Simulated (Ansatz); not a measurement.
Consider the ligand exchange at a Ga–Te bond: `[CH3][Ga]([F])[TeH]` + HBr → `[CH3][Ga]([F])[Br]` + H₂Te.

Isolated molecules relaxed with PBE0-D4/def2-TZVP in Ansatz; ΔE leaves out vibrations. CBS: MP2 limit from def2 TZ/QZ plus the TZ coupled-cluster correction, frozen cores. Functionals use def2-TZVPP. B3LYP here is the variant with VWN-RPA as its local correlation; programs differ in this. HSE06 is defined as in plane-wave codes. def2 core potentials past Kr. For Br, Ga, Te outer-core shells are correlated without core-valence functions, which leaves a few kJ/mol of doubt a bond. Scalar relativity is left out up to krypton.

| level | ΔE (kJ/mol) | difference from CCSD(T)/CBS |
| --- | --- | --- |
| LDA (SPW92) | -12.5 | 2.0 |
| PBE-D4 | -12.9 | 1.6 |
| revPBE-D4 | -13.8 | 0.7 |
| BLYP-D4 | -15.3 | -0.8 |
| r2SCAN-D4 | -18.6 | -4.1 |
| B97M-V | -25.3 | -10.8 |
| B3LYP-D4 | -17.7 | -3.2 |
| r2SCANh-D4 | -19.0 | -4.5 |
| HSE06-D4 | -16.1 | -1.6 |
| BHLYP-D4 | -21.1 | -6.6 |
| CAM-B3LYP-D4 | -21.5 | -7.0 |
| ωB97X-V | -22.9 | -8.4 |
| ωB97M-V | -21.6 | -7.1 |
| B2PLYP | -19.9 | -5.4 |
| PBE-QIDH | -19.0 | -4.5 |
| PBE | -14.8 | -0.3 |
| revPBE | -16.1 | -1.6 |
| BLYP | -18.6 | -4.1 |
| PBE0 | -17.9 | -3.4 |
| B3LYP | -20.7 | -6.2 |
| r2SCANh | -19.6 | -5.1 |
| r2SCAN0 | -20.3 | -5.8 |
| HSE06 | -17.9 | -3.4 |
| BHLYP | -25.2 | -10.7 |
| CAM-B3LYP | -23.5 | -9.0 |
| LC-ωPBE | -22.0 | -7.5 |
| RPA@PBE/def2-TZVPP | -18.6 | -4.1 |
| HF/def2-SVP | -30.1 | -15.6 |
| MP2/def2-SVP | -20.0 | -5.5 |
| CCSD/def2-SVP | -21.2 | -6.7 |
| CCSD(T)/def2-SVP | -19.6 | -5.1 |
| HF/def2-TZVPP | -34.3 | -19.8 |
| MP2/def2-TZVPP | -15.6 | -1.1 |
| SCS-MP2/def2-TZVPP | -19.5 | -5.0 |
| CCSD(T)/def2-TZVPP | -19.5 | -5.0 |
| HF/def2-QZVPP | -34.2 | -19.7 |
| MP2/def2-QZVPP | -12.8 | 1.7 |
| SCS-MP2/def2-QZVPP | -17.1 | -2.6 |
| HF/CBS(def2) | -34.2 | -19.7 |
| MP2/CBS(def2) | -10.7 | 3.8 |
| CCSD(T)/CBS | -14.5 | 0 |

Largest T1 diagnostic among the species: 0.012.

From PBE to PBE0 (25 % exact exchange), in def2-TZVPP and without D4, ΔE moves by −3.1 kJ/mol. At CCSD(T), def2-SVP lies −5.1 kJ/mol from the extrapolated value and def2-TZVPP −5.0 kJ/mol. The D4 term adds +3.0 kJ/mol with B3LYP and +1.7 kJ/mol with PBE0; it sums over pairs of atoms, weighted by their polarisabilities, and B3LYP, whose exchange is more repulsive, gets the larger term.

CCSD(T)/CBS has its own doubt, a few kJ/mol and more with outer-core shells, so smaller differences from it don't rank the levels.
